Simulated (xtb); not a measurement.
Input file for xtb: GFN2-xTB on AlH2I (SMILES [AlH2][I]), a point of a bond scan (R = 5.026 Å).

```
$ xtb mol.xyz --gfn 2 --sp --chrg 0 --uhf 0
4

Al    -1.02948799    -1.59301317     0.26750098
H      0.60302369    -4.89159915     3.69050546
H     -2.32698290    -1.78051460    -0.59760769
I      0.30621990     0.47383976    -0.07956783
```

Program output:

```
[...]
           -------------------------------------------------
          |                Calculation Setup                |
           -------------------------------------------------



molecular fragmentation (1/2 indicates fragments):
1211
# atoms in fragment 1/2:     3     1
 fragment masses (1/2) :      154.89        1.01
CMA distance (Bohr)    :  11.800
constraining FC (au)   :  0.0500

           -------------------------------------------------
          |                 G F N 2 - x T B                 |
           -------------------------------------------------

        Reference                      10.1021/acs.jctc.8b01176
      * Hamiltonian:
        H0-scaling (s, p, d)           1.850000    2.230000    2.230000
        zeta-weighting                 0.500000
      * Dispersion:
        s8                             2.700000
        a1                             0.520000
        a2                             5.000000
        s9                             5.000000
      * Repulsion:
        kExp                           1.500000    1.000000
        rExp                           1.000000
      * Coulomb:
        alpha                          2.000000
        third order                    shell-resolved
        anisotropic                    true
        a3                             3.000000
        a5                             4.000000
        cn-shift                       1.200000
        cn-exp                         4.000000
        max-rad                        5.000000


          ...................................................
          :                      SETUP                      :
          :.................................................:
          :  # basis functions                  22          :
          :  # atomic orbitals                  20          :
          :  # shells                            8          :
          :  # electrons                        12          :
          :  max. iterations                   250          :
          :  Hamiltonian                  GFN2-xTB          :
          :  restarted?                      false          :
          :  GBSA solvation                  false          :
          :  PC potential                    false          :
          :  electronic temp.          300.0000000     K    :
          :  accuracy                    1.0000000          :
          :  -> integral cutoff          0.2500000E+02      :
          :  -> integral neglect         0.1000000E-07      :
          :  -> SCF convergence          0.1000000E-05 Eh   :
          :  -> wf. convergence          0.1000000E-03 e    :
          :  Broyden damping             0.4000000          :
          :  net charge                          0          :
          :  unpaired electrons                  0          :
          ...................................................

 iter      E             dE          RMSdq      gap      omega  full diag
   1     -5.5398729 -0.553987E+01  0.253E+01    2.26       0.0  T
   2     -5.3335359  0.206337E+00  0.216E+01    2.24       1.0  T
   3     -5.5980700 -0.264534E+00  0.136E+01    1.25       1.0  T
   4     -5.3623837  0.235686E+00  0.116E+01    1.67       1.0  T
   5     -5.6246363 -0.262253E+00  0.929E+00    0.58       1.0  T
   6     -5.4037622  0.220874E+00  0.132E+01    0.84       1.0  T
   7     -5.7981920 -0.394430E+00  0.230E+00    0.09       1.0  T
   8     -5.4906356  0.307556E+00  0.115E+01    0.20       1.0  T
   9     -5.8038474 -0.313212E+00  0.164E+00    0.09       1.0  T
  10     -5.4205168  0.383331E+00  0.124E+01    0.37       1.0  T
  11     -5.8072660 -0.386749E+00  0.732E-01    0.09       1.0  T
  12     -5.6977175  0.109548E+00  0.689E+00    0.11       1.0  T
  13     -5.8085525 -0.110835E+00  0.233E-01    0.09       1.0  T
  14     -5.6268217  0.181731E+00  0.857E+00    0.13       1.0  T
  15     -5.7873480 -0.160526E+00  0.306E+00    0.09       1.0  T
  16     -5.7367284  0.506197E-01  0.548E+00    0.10       1.0  T
  17     -5.7826014 -0.458730E-01  0.333E+00    0.09       1.0  T
  18     -5.7997543 -0.171529E-01  0.193E+00    0.08       1.0  T
  19     -5.8082270 -0.847275E-02  0.465E-01    0.09       1.0  T
  20     -5.8056060  0.262103E-02  0.121E+00    0.09       1.0  T
  21     -5.8056204 -0.143714E-04  0.120E+00    0.09       1.0  T
  22     -5.8085426 -0.292228E-02  0.177E-01    0.09       1.0  T
  23     -5.8084256  0.117057E-03  0.297E-01    0.09       1.0  T
  24     -5.8085833 -0.157703E-03  0.894E-02    0.09       1.0  T
  25     -5.8085808  0.253482E-05  0.964E-02    0.09       1.0  T
  26     -5.8085999 -0.191809E-04  0.350E-03    0.09      14.3  T
  27     -5.8085989  0.994309E-06  0.211E-02    0.09       2.4  T
  28     -5.8085997 -0.749829E-06  0.104E-02    0.09       4.8  T
  29     -5.8085999 -0.241908E-06  0.117E-03    0.09      42.7  T
  30     -5.8085999 -0.203299E-08  0.707E-04    0.09      70.7  T
  31     -5.8085999 -0.109360E-08  0.390E-05    0.09    1283.0  T

   *** convergence criteria satisfied after 31 iterations ***

         #    Occupation            Energy/Eh            Energy/eV
      -------------------------------------------------------------
         1        2.0000           -0.7627146             -20.7545
         2        2.0000           -0.5258522             -14.3092
         3        2.0000           -0.4563138             -12.4169
         4        2.0000           -0.4521028             -12.3023
         5        2.0000           -0.4511331             -12.2760
         6        1.6834           -0.3592239              -9.7750 (HOMO)
         7        0.3166           -0.3560492              -9.6886 (LUMO)
         8                         -0.2662017              -7.2437
         9                         -0.2380643              -6.4781
        10                         -0.2231782              -6.0730
        11                         -0.1910030              -5.1975
       ...                                ...                  ...
        20                          1.2255966              33.3502
      -------------------------------------------------------------
                  HL-Gap            0.0031747 Eh            0.0864 eV
             Fermi-level           -0.3576365 Eh           -9.7318 eV

 SCC (total)                   0 d,  0 h,  0 min,  0.006 sec
 SCC setup                      ...        0 min,  0.000 sec (  1.567%)
 Dispersion                     ...        0 min,  0.000 sec (  0.486%)
 classical contributions        ...        0 min,  0.000 sec (  0.294%)
 integral evaluation            ...        0 min,  0.001 sec ( 11.107%)
 iterations                     ...        0 min,  0.004 sec ( 71.712%)
 molecular gradient             ...        0 min,  0.001 sec ( 13.337%)
 printout                       ...        0 min,  0.000 sec (  1.229%)

         :::::::::::::::::::::::::::::::::::::::::::::::::::::
         ::                     SUMMARY                     ::
         :::::::::::::::::::::::::::::::::::::::::::::::::::::
         :: total energy              -5.787154817305 Eh    ::
         :: gradient norm              0.018936565350 Eh/a0 ::
         :: HOMO-LUMO gap              0.086388007136 eV    ::
         ::.................................................::
         :: SCC energy                -5.808599376505 Eh    ::
         :: -> isotropic ES            0.024642714782 Eh    ::
         :: -> anisotropic ES          0.000626075832 Eh    ::
         :: -> anisotropic XC         -0.007030882537 Eh    ::
         :: -> dispersion             -0.001694080686 Eh    ::
         :: repulsion energy           0.021444559201 Eh    ::
         :: add. restraining           0.000000000000 Eh    ::
         :: total charge               0.000000000000 e     ::
         :::::::::::::::::::::::::::::::::::::::::::::::::::::

           -------------------------------------------------
          |                Property Printout                |
           -------------------------------------------------

    * Orbital Energies and Occupations

         #    Occupation            Energy/Eh            Energy/eV
      -------------------------------------------------------------
         1        2.0000           -0.7627146             -20.7545
         2        2.0000           -0.5258522             -14.3092
         3        2.0000           -0.4563138             -12.4169
         4        2.0000           -0.4521028             -12.3023
         5        2.0000           -0.4511331             -12.2760
         6        1.6834           -0.3592239              -9.7750 (HOMO)
         7        0.3166           -0.3560492              -9.6886 (LUMO)
         8                         -0.2662017              -7.2437
         9                         -0.2380643              -6.4781
        10                         -0.2231782              -6.0730
        11                         -0.1910030              -5.1975
        12                         -0.1483347              -4.0364
        13                         -0.1321922              -3.5971
        14                         -0.0180269              -0.4905
        15                          0.0055806               0.1519
        16                          0.0102140               0.2779
        17                          0.1401912               3.8148
       ...                                ...                  ...
        20                          1.2255966              33.3502
      -------------------------------------------------------------
                  HL-Gap            0.0031747 Eh            0.0864 eV
             Fermi-level           -0.3576365 Eh           -9.7318 eV

     #   Z          covCN         q      C6AA      α(0)
     1  13 Al       1.705     0.412   186.218    33.383
     2   1 H        0.000    -0.153    19.497     8.074
     3   1 H        0.876    -0.132     6.856     4.100
     4  53 I        0.830    -0.127   381.055    33.699

 Mol. C6AA /au·bohr⁶  :       1577.458227
 Mol. C8AA /au·bohr⁸  :     116143.718363
 Mol. α(0) /au        :         79.255323


Wiberg/Mayer (AO) data.
largest (>0.10) Wiberg bond orders for each atom

 ---------------------------------------------------------------------------
     #   Z sym  total        # sym  WBO       # sym  WBO       # sym  WBO
 ---------------------------------------------------------------------------
     1  13 Al   2.499 --     4 I    1.332     3 H    0.823     2 H    0.344
     2   1 H    0.344 --     1 Al   0.344
     3   1 H    0.868 --     1 Al   0.823
     4  53 I    1.376 --     1 Al   1.332
 ---------------------------------------------------------------------------

Topologies differ in total number of bonds
Writing topology from bond orders to xtbtopo.mol

molecular dipole:
                 x           y           z       tot (Debye)
 q only:       -0.468       0.502      -0.689
   full:       -1.002      -0.338      -0.540       3.018
molecular quadrupole (traceless):
                xx          xy          yy          xz          yz          zz
 q only:        7.966       3.001      -6.547      -3.393      13.096      -1.419
  q+dip:        8.153       2.577      -7.052      -2.819      12.975      -1.101
   full:        7.239       0.797      -7.254      -4.944      14.008       0.014


           -------------------------------------------------
          | TOTAL ENERGY               -5.787154817305 Eh   |
          | GRADIENT NORM               0.018936565350 Eh/α |
          | HOMO-LUMO GAP               0.086388007136 eV   |
           -------------------------------------------------

------------------------------------------------------------------------
------------------------------------------------------------------------
 total:
Note: The following floating-point exceptions are signalling: IEEE_UNDERFLOW_FLAG IEEE_DENORMAL
normal termination of xtb
 SCF:
```

The run finished.

Cost: roughly 0.03 core-seconds.
